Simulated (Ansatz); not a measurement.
```yaml
crystal:
  periodic: [false, false, false]
  atoms:
    - {symbol: F, position_ang: [-1.155081, -1.684134, -0.791443]}
    - {symbol: C, position_ang: [-0.862204, -0.987992, 0.125527]}
    - {symbol: C, position_ang: [0.358405, -0.974192, 0.665160]}
    - {symbol: C, position_ang: [1.086017, 0.022218, 0.834458]}
    - {symbol: C, position_ang: [0.571464, 1.339207, -0.071032]}
    - {symbol: F, position_ang: [1.248746, 1.757547, -1.201447]}
    - {symbol: C, position_ang: [-0.633718, 0.393883, -0.784823]}
    - {symbol: F, position_ang: [-2.041519, 1.384044, -0.904301]}
    - {symbol: H, position_ang: [-1.546208, -0.759322, 0.862664]}
    - {symbol: H, position_ang: [0.836294, -1.894053, 1.211645]}
    - {symbol: H, position_ang: [1.953713, 0.158614, 1.312098]}
    - {symbol: H, position_ang: [0.005637, 1.856928, 0.485538]}
    - {symbol: H, position_ang: [-0.230625, -0.097310, -1.928642]}
basis:
  gaussian: {orbitals: "6-31++G**"}
hamiltonian: {xc: {name: TPSS}}
scf: {lower_state_search: full}
output: {forces: true}
```

```sh
$ ansatz run in.yaml --threads 4 --pin off --events-out ev --progress --plain --max-ram 11315MiB
```

Shortened log:

```
Error: YAML parse error: error: line 19 column 19: hamiltonian.xc: no functional is named "TPSS"; the names, which are not case-sensitive, are SVWN5, SPW92, PBE, PBE0, PBEsol, revPBE, revPBE0, RPBE, rPW86-PBE, HSE06, wPBEh, LC-wPBE, HISS, HF, BLYP, B3LYP, B3LYP5, BHLYP, CAM-B3LYP, r2SCAN, r2SCANh, r2SCAN0, r2SCAN50, m-r2SCAN, B97, wB97, wB97X, wB97X-V, B97M-V, wB97M-V, B2PLYP, B2GP-PLYP, PBE0-DH, PBE-QIDH
17 | basis:
18 |   gaussian: {orbitals: "6-31++G**"}
19 | hamiltonian: {xc: {name: TPSS}}
20 | scf: {lower_state_search: full}
21 | output: {forces: true}
```

In this input the method's name isn't one that the program takes here. The input was rejected before any iteration.
